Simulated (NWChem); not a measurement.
The numbers come from NWChem runs, not from measurements. System: F₂Si (+1), charge 1, spin multiplicity 2, at a geometry optimised with UPBE/def2-SVP. The structure started from a generated list of species. Its SCF solution wasn't tested for a lower state. Level: UPBE/def2-SVP.

NWChem printed:

```
             Northwest Computational Chemistry Package (NWChem) 7.3.0
             --------------------------------------------------------

                                NWChem Input Module
                                -------------------

 Scaling coordinates for geometry "geometry" by  1.889725989
 (inverse scale =  0.529177249)

 Turning off AUTOSYM since
 SYMMETRY directive was detected!

                             Geometry "geometry" -> ""
                             -------------------------

 Output coordinates in angstroms (scale by  1.889725989 to convert to a.u.)

  No.       Tag          Charge          X              Y              Z
 ---- ---------------- ---------- -------------- -------------- --------------
    1 F                    9.0000     1.37391500     0.00000000     0.34537700
    2 Si                  14.0000     0.00000000     0.00000000    -0.44405600
    3 F                    9.0000    -1.37391500     0.00000000     0.34537700

 Effective nuclear repulsion energy (a.u.)      99.7562448612

            Nuclear Dipole moment (a.u.)
            ----------------------------
        X                 Y               Z
 ---------------- ---------------- ----------------
     0.0000000000     0.0000000000     0.0000037795

      Symmetry information
      --------------------

 Group name             C2v
 Group number             16
 Group order               4
 No. of unique centers     2

      Symmetry unique atoms

     1    2


 Summary of "ao basis" -> "" (spherical)
 ------------------------------------------------------------------------------
       Tag                 Description            Shells   Functions and Types
 ---------------- ------------------------------  ------  ---------------------
 *                          def2-svp                  on all atoms

  pbe96 is a nonlocal functional; adding pw91lda local functional.

                                 NWChem DFT Module
                                 -----------------

 Summary of "ao basis" -> "ao basis" (spherical)
 ------------------------------------------------------------------------------
       Tag                 Description            Shells   Functions and Types
 ---------------- ------------------------------  ------  ---------------------
 F                          def2-svp                 6       14   3s2p1d
 Si                         def2-svp                 8       18   4s3p1d

 Summary of "ao basis" -> "ao basis" (spherical)
[...]
    31      0.079107  2 Si d  1              25      0.060815  2 Si px

 Vector   16  Occ=0.000000D+00  E=-5.088942D-01  Symmetry=a1
              MO Center= -1.4D-15,  7.8D-16, -6.8D-01, r^2= 1.9D+00
   Bfn.  Coefficient  Atom+Function         Bfn.  Coefficient  Atom+Function
  ----- ------------  ---------------      ----- ------------  ---------------
    17      0.656684  2 Si s                 18      0.362025  2 Si s
    16      0.349341  2 Si s                 24     -0.267286  2 Si pz
     6     -0.219729  1 F  pz                38     -0.219729  3 F  pz
     4     -0.170437  1 F  px                36      0.170437  3 F  px
     9      0.150360  1 F  pz                41      0.150360  3 F  pz

 Vector   17  Occ=0.000000D+00  E=-3.647352D-01  Symmetry=b2
              MO Center=  6.9D-18, -1.5D-15, -4.1D-01, r^2= 2.2D+00
   Bfn.  Coefficient  Atom+Function         Bfn.  Coefficient  Atom+Function
  ----- ------------  ---------------      ----- ------------  ---------------
    23      0.570696  2 Si py                26      0.571373  2 Si py
    20     -0.252721  2 Si py                 5      0.231568  1 F  py
    37      0.231568  3 F  py                 8     -0.180427  1 F  py
    40     -0.180427  3 F  py

 Vector   18  Occ=0.000000D+00  E=-2.605658D-01  Symmetry=a1
              MO Center=  5.4D-15, -2.2D-16,  3.7D-02, r^2= 2.3D+00
   Bfn.  Coefficient  Atom+Function         Bfn.  Coefficient  Atom+Function
  ----- ------------  ---------------      ----- ------------  ---------------
    27      0.716642  2 Si pz                24      0.452539  2 Si pz
    18      0.413948  2 Si s                  3     -0.267971  1 F  s
    35     -0.267971  3 F  s                  4     -0.239597  1 F  px
    36      0.239597  3 F  px                21     -0.197140  2 Si pz
     7      0.190590  1 F  px                39     -0.190590  3 F  px

   alpha - beta orbital overlaps
   -----------------------------

   alpha      1      2      3      4      5      6      7      8      9     10
    beta      1      2      3      4      5      7      6      8      9     10
 overlap   1.000  1.000  1.000  1.000  1.000  1.000  1.000  1.000  1.000  0.994

   alpha     11     12     13     14     15     16     17     18     19     20
    beta     11     13     12     14     15     16     17     18     19     20
 overlap   0.999  0.992  0.999  1.000  0.999  0.989  0.997  0.993  0.998  0.995

   alpha     21     22     23     24     25     26     27     28     29     30
    beta     21     24     22     26     23     25     27     28     29     30
 overlap   0.979  0.977  0.974  0.974  0.998  1.000  0.999  0.999  0.994  1.000

   alpha     31     32     33     34     35     36     37     38     39     40
    beta     31     32     33     34     35     36     37     39     38     40
 overlap   1.000  0.994  1.000  1.000  1.000  1.000  0.995  0.998  1.000  1.000

   alpha     41     42     43     44     45     46
    beta     41     42     43     44     45     46
 overlap   0.995  0.998  1.000  1.000  1.000  1.000

     --------------------------
     Expectation value of S2:
     --------------------------
      <S2> =      0.7521 (Exact =     0.7500)

 center of mass
 --------------
 x =   0.00000000 y =   0.00000000 z =   0.02004758

 moments of inertia (a.u.)
 ------------------
          35.859502964962           0.000000000000           0.000000000000
           0.000000000000         291.991847318672           0.000000000000
           0.000000000000           0.000000000000         256.132344353711

     Multipole analysis of the density
     ---------------------------------

     L   x y z        total         alpha         beta         nuclear
     -   - - -        -----         -----         ----         -------
     0   0 0 0      1.000000    -16.000000    -15.000000     32.000000

     1   1 0 0      0.000000     -0.000000      0.000000      0.000000
     1   0 1 0     -0.000000     -0.000000     -0.000000      0.000000
     1   0 0 1     -1.100626      0.203838     -1.304468      0.000004

     2   2 0 0    -14.246191    -69.010265    -66.571991    121.336065
     2   1 1 0      0.000000      0.000000      0.000000      0.000000
     2   1 0 1      0.000000     -0.000000      0.000000      0.000000
     2   0 2 0    -12.125291     -6.839907     -5.285384      0.000000
     2   0 1 1      0.000000      0.000000     -0.000000      0.000000
     2   0 0 2    -12.108058    -17.052995    -12.580900     17.525838

 Task  times  cpu:        0.3s     wall:        0.3s

 Total times  cpu:        0.4s     wall:        0.4s
```

**Question.** Write an NWChem input that would produce this output.

**Answer.** One answer among several that fit: 
```
start mol
memory heap 200 mb stack 900 mb global 1100 mb
charge 1
geometry units angstroms nocenter noautoz
  F      1.373915     0.000000     0.345377
  Si     0.000000     0.000000    -0.444056
  F     -1.373915     0.000000     0.345377
  symmetry group C2v
end
basis spherical
  * library def2-svp
end
dft
  xc xpbe96 cpbe96
  odft
  mult 2
  semidirect memsize 60000000 filesize 0
  iterations 100
end
task dft energy
```
